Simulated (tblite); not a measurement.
Species: C8H7PSe.
Atom-mapped SMILES: `[CH:1]#[C:2][P:3]1(=[Se:4])[C:5]([CH:6]=[CH2:7])=[C:8]1[CH:9]=[CH2:10]` (hydrogens: H11 on C1; H12 on C6; H13, H14 on C7; H15 on C9; H16, H17 on C10)

Computed with GFN2-xTB (tblite), gas phase: L-BFGS steps from a force-field or distance-geometry start until the largest atomic force falls under 0.01 eV/Å.

Step 55: E = -713.0285 eV
```
atom  x, y, z in Å  |  force x, y, z in eV/Å
C1     -1.4839    3.0488    0.4673   -0.006   0.000  -0.002
C2     -1.0162    1.9602    0.6750   -0.004   0.005  -0.008
P3     -0.3289    0.4288    1.2004    0.014  -0.028   0.001
Se4    -0.2615    0.0112    3.2524   -0.009   0.003   0.007
C5     -0.3888   -0.7518   -0.1767    0.000   0.000  -0.011
C6     -1.1242   -1.7555   -0.8607   -0.004  -0.016   0.003
C7     -2.3755   -2.0746   -0.5325   -0.001   0.007  -0.002
C8      0.8188   -0.1482   -0.0782   -0.011  -0.001   0.010
C9      2.1457   -0.1044   -0.5807   -0.006   0.007   0.012
C10     3.0585    0.7212   -0.0695   -0.001  -0.015  -0.017
H11    -1.8912    3.9875    0.2267   -0.015   0.021   0.003
H12    -0.6070   -2.2607   -1.6681    0.010   0.002  -0.005
H13    -2.9234   -2.8445   -1.0467    0.002   0.002  -0.002
H14    -2.8809   -1.5675    0.2740   -0.001   0.004   0.013
H15     2.3792   -0.7772   -1.3978   -0.003   0.011   0.004
H16     4.0671    0.7574   -0.4408    0.017   0.009   0.012
H17     2.8053    1.3815    0.7460    0.019  -0.010  -0.015
```

Step 56: E = -713.0286 eV
```
atom  x, y, z in Å  |  force x, y, z in eV/Å
C1     -1.4873    3.0489    0.4684   -0.006  -0.002  -0.002
C2     -1.0185    1.9602    0.6736    0.000   0.008  -0.009
P3     -0.3283    0.4313    1.2004    0.021  -0.048   0.006
Se4    -0.2649    0.0165    3.2536   -0.009   0.004  -0.002
C5     -0.3885   -0.7512   -0.1752    0.001   0.001  -0.008
C6     -1.1237   -1.7544   -0.8601   -0.004  -0.016   0.004
C7     -2.3751   -2.0744   -0.5330    0.006   0.006  -0.004
C8      0.8199   -0.1489   -0.0771   -0.019   0.008   0.013
C9      2.1463   -0.1054   -0.5807   -0.007   0.012   0.018
C10     3.0607    0.7187   -0.0700   -0.004  -0.020  -0.023
H11    -1.8963    3.9868    0.2294   -0.019   0.031  -0.001
H12    -0.6060   -2.2584   -1.6680    0.009   0.001  -0.005
H13    -2.9215   -2.8442   -1.0486   -0.003  -0.001  -0.003
H14    -2.8815   -1.5691    0.2739   -0.001   0.007   0.015
H15     2.3782   -0.7770   -1.3992   -0.003   0.009   0.005
H16     4.0683    0.7537   -0.4436    0.027   0.010   0.009
H17     2.8113    1.3791    0.7465    0.012  -0.011  -0.012
```

Step 57: E = -713.0289 eV
```
atom  x, y, z in Å  |  force x, y, z in eV/Å
C1     -1.4927    3.0489    0.4702   -0.006  -0.004  -0.002
C2     -1.0224    1.9601    0.6716    0.007   0.012  -0.009
P3     -0.3277    0.4341    1.2006    0.018  -0.055   0.012
Se4    -0.2699    0.0247    3.2554   -0.007   0.003  -0.010
C5     -0.3881   -0.7504   -0.1736    0.002   0.002  -0.002
C6     -1.1229   -1.7531   -0.8596   -0.001  -0.011   0.003
C7     -2.3744   -2.0738   -0.5338    0.012   0.001  -0.004
C8      0.8212   -0.1497   -0.0750   -0.022   0.019   0.012
C9      2.1469   -0.1069   -0.5804   -0.006   0.017   0.019
C10     3.0643    0.7148   -0.0711   -0.003  -0.019  -0.023
H11    -1.9041    3.9863    0.2333   -0.021   0.032  -0.002
H12    -0.6042   -2.2550   -1.6682    0.005  -0.002  -0.004
H13    -2.9187   -2.8438   -1.0511   -0.010  -0.002  -0.004
H14    -2.8819   -1.5709    0.2738    0.000   0.008   0.013
H15     2.3762   -0.7766   -1.4011   -0.004   0.004   0.004
H16     4.0706    0.7483   -0.4479    0.034   0.008   0.004
H17     2.8207    1.3750    0.7469    0.002  -0.011  -0.007
```

**Question.** Estimate the geometry and energy of step 58. (The exact step hangs on the optimiser's Hessian estimate; all steps are aligned on step 57, rigid shifts and turns removed.)

**Answer.** E = -713.0291 eV, largest force 0.039 eV/Å
```
atom  x, y, z in Å  |  force x, y, z in eV/Å
C1     -1.4981    3.0488    0.4719   -0.006  -0.003  -0.003
C2     -1.0265    1.9599    0.6698    0.015   0.012  -0.006
P3     -0.3277    0.4358    1.2009    0.002  -0.037   0.012
Se4    -0.2748    0.0331    3.2570   -0.006  -0.002  -0.011
C5     -0.3877   -0.7497   -0.1724    0.005   0.001   0.005
C6     -1.1218   -1.7521   -0.8596    0.004  -0.004   0.003
C7     -2.3734   -2.0731   -0.5347    0.014  -0.006  -0.001
C8      0.8220   -0.1502   -0.0726   -0.015   0.025   0.006
C9      2.1472   -0.1082   -0.5797   -0.002   0.015   0.011
C10     3.0680    0.7108   -0.0725    0.002  -0.011  -0.015
H11    -1.9116    3.9863    0.2371   -0.016   0.020  -0.001
H12    -0.6021   -2.2519   -1.6688    0.000  -0.006  -0.002
H13    -2.9163   -2.8434   -1.0530   -0.015  -0.001  -0.004
H14    -2.8812   -1.5719    0.2740    0.002   0.006   0.007
H15     2.3738   -0.7762   -1.4024   -0.006  -0.002   0.003
H16     4.0733    0.7434   -0.4521    0.030   0.002  -0.001
H17     2.8299    1.3707    0.7472   -0.007  -0.009  -0.001
```

The energy changes by -0.0002 eV. The first-order estimate −F·Δx gives -0.0003 eV and the mean of the old and new forces, exact on a quadratic surface, -0.0002 eV. The step makes an angle of 82° with the force vector and moves no atom by more than 0.010 Å.
